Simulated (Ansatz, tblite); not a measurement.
Compound nanocrystal family: gap (eV) at several levels, gas phase, relaxed structures; Ansatz, xTB through tblite. Core potentials for In, Sb in the def2 sets, no spin–orbit coupling. A dash marks a value that wasn't run or was left out as unsound. The structures are stationary points that may keep the symmetry of their start.

```
                              species    state            geometry  GFN1-xTB  GFN2-xTB  PBE-D4/def2-SVP  PBE-D4/def2-TZVP  PBE0-D4/def2-SVP  PBE0-D4/def2-TZVP
Al5Sb5H18, cut from zinc blende, disc  singlet     PBE-D4/def2-SVP      3.23      2.68             3.74                 –              5.32                  –
         In4Sb4H14, cut from wurtzite  singlet  r2SCAN-D4/def2-SVP      3.02      3.10             3.57              3.54              5.20               5.15
     Al10P10H30, cut from zinc blende  singlet  r2SCAN-D4/def2-SVP      3.93      3.00             4.03              3.82              5.86               5.64
         In3Sb3H12, cut from wurtzite  singlet     PBE-D4/def2-SVP      3.07      3.23             3.96              3.92              5.57               5.51
      In6P7H20⁺, cut from zinc blende  singlet     PBE-D4/def2-SVP      3.16      2.71             3.79              3.73              5.56               5.49
     Al16N16H36, cut from zinc blende  singlet  r2SCAN-D4/def2-SVP      4.06      4.02             4.03                 –              6.14                  –
```

Q: Estimate the rows for In11P12H32⁺, cut from zinc blende (singlet, PBE-D4/def2-SVP geometry); In8N8H22, cut from wurtzite (singlet, PBE-D4/def2-SVP geometry); Ga8Sb8H22, cut from wurtzite (singlet, r2SCAN-D4/def2-SVP geometry).

A: 
```json
{"species": "In11P12H32⁺, cut from zinc blende", "state": "singlet", "geometry": "PBE-D4/def2-SVP", "GFN1-xTB": "2.76", "GFN2-xTB": "2.73", "PBE-D4/def2-SVP": "3.40", "PBE-D4/def2-TZVP": "3.35", "PBE0-D4/def2-SVP": "5.06", "PBE0-D4/def2-TZVP": "5.00"}
{"species": "In8N8H22, cut from wurtzite", "state": "singlet", "geometry": "PBE-D4/def2-SVP", "GFN1-xTB": "3.05", "GFN2-xTB": "3.33", "PBE-D4/def2-SVP": "4.22", "PBE-D4/def2-TZVP": "4.01", "PBE0-D4/def2-SVP": "6.28", "PBE0-D4/def2-TZVP": "6.02"}
{"species": "Ga8Sb8H22, cut from wurtzite", "state": "singlet", "geometry": "r2SCAN-D4/def2-SVP", "GFN1-xTB": "3.31", "GFN2-xTB": "–", "PBE-D4/def2-SVP": "3.38", "PBE-D4/def2-TZVP": "3.32", "PBE0-D4/def2-SVP": "4.91", "PBE0-D4/def2-TZVP": "4.84"}
```
